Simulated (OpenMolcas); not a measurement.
Os3+ in a point-charge field

Os3+ among 4 point charges of -2.5 e arranged as a tetrahedron (Td), 2.02 Å from the ion.

```json
{
  "Program": "OpenMolcas 26.06",
  "Method": "CASSCF",
  "Basis": "ANO-RCC-VDZP [7s6p4d2f1g]",
  "Scalar Hamiltonian": "DKH2, point nucleus",
  "Active space": "5 electrons in 5 orbitals (5d)",
  "State averaging": "2S+1 = 6 even, 1 root; 2S+1 = 4 even, 24 roots; 2S+1 = 2 even, 75 roots",
  "Spin-orbit coupling": "RASSI with atomic mean-field integrals over the reference wave functions"
}
```

The lowest spin-free states (labels of Td), above the lowest:

```csv
State,Degeneracy,E (cm-1),Free-ion L (%)
6A1,1,0.0,S (100)
4T1,3,21657,G (73)
4T2,3,23201,G (96)
4A1,1,23861,G (100)
4E,2,24401,G (100)
4T2,3,28140,D (93)
4E,2,29944,D (100)
2T2,3,30390,I (56)
4T1,3,30589,P (74)
2A2,1,32010,I (74)
2T1,3,32572,I (82)
2T2,3,33662,I (88)
2E,2,33870,I (83)
2A1,1,34402,I (100)
2T2,3,36599,D (44)
2E,2,38436,D (60)
2T1,3,39526,F (60)
4A2,1,39874,F (100)
4T1,3,39933,F (98)
2T2,3,40501,G (48)
```

The lowest levels with spin-orbit coupling:

```tsv
E (cm-1)	Degeneracy	Label	2S+1	g
0.0	2	Γ7	6 (90 %)	3.26 3.26 3.26
4.1	4	Γ8	6 (90 %)	
17673	4	Γ8	4 (64 %)	
19774	2	Γ7	4 (68 %)	1.36 1.36 1.36
21659	4	Γ8	4	
21710	2	Γ6	4	0.44 0.44 0.44
22274	2	Γ7	4 (84 %)	1.37 1.37 1.37
23087	4	Γ8	4 (88 %)	
23103	2	Γ6	4	0.85 0.85 0.85
23684	4	Γ8	4 (87 %)	
23808	4	Γ8	4	
23974	2	Γ7	4 (86 %)	0.29 0.29 0.29
24381	2	Γ6	4 (81 %)	2.19 2.19 2.19
25196	4	Γ8	4	
25971	2	Γ7	4 (86 %)	1.54 1.54 1.54
26174	4	Γ8	4 (87 %)	
26964	4	Γ8	4	
27773	2	Γ7	4	3.26 3.26 3.26
28464	2	Γ6	4	1.16 1.16 1.16
29935	4	Γ8	4
```

Powder χT (cm3 K/mol): 3.01 at 2 K, 4.12 at 10 K, 4.18 at 50 K, 4.19 at 100 K, 4.19 at 200 K, 4.19 at 300 K. The effective moment at 300 K is 2.828 √(χT) = 5.79 μB.

Without dynamic correlation the repulsion within the d shell is too large (B by tens of per cent), so at a given field states of lower spin stand too high. Point charges give a weaker field than real ligands, and real ions of this kind are as a rule low spin; the high spin found here belongs to the model. This is an electrostatic model: the charges have no orbitals. No measured value stands beside these numbers.

The RASSCF and RASSI steps took 26 s on 1 thread of Arm Neoverse V2, with other jobs on the host; the integral step is not counted.
